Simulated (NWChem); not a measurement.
Species: C₃H₃N₂, doublet; SMILES [nH]1n[c]cc1

```xyz
8

C     -1.2069    -0.0500     0.0000
N     -0.5864     1.0988     0.0000
N      0.7259     0.7555     0.0000
C      0.9144    -0.5987     0.0000
C     -0.3568    -1.1825     0.0000
H      1.4414     1.4842     0.0000
H      1.9174    -1.0431     0.0000
H     -0.6068    -2.2474     0.0000
```
Atoms are numbered in this order, from 1.

All runs: NWChem. Pople sets run with spherical d functions. Spin-unrestricted. In the optimisation the excess spin sits in a' (Cs, its own frame). All runs use the structure optimised with PBE-D3(BJ)/def2-SVP, spin-unrestricted. No stability test was run on the SCF state. Vzz is the largest principal value of the second derivative of the potential at the nucleus (NWChem prints the opposite sign); η is the asymmetry. Non-relativistic.

| level | Vzz N2 (a.u.) | η N2 | Vzz N3 (a.u.) | η N3 |
|---|---|---|---|---|
| PBE0/6-31G* | -0.874 | 0.89 | -0.764 | 0.39 |
| PBE0/cc-pVTZ | [?] | 0.77 | [?] | [?] |
| CAM-B3LYP/def2-SVP | -0.955 | 0.79 | -0.787 | 0.39 |

Q: Complete the blanks.

A: 
- PBE0/cc-pVTZ, Vzz N2 (a.u.): -0.980
- PBE0/cc-pVTZ, Vzz N3 (a.u.): -0.749
- PBE0/cc-pVTZ, η N3: 0.51
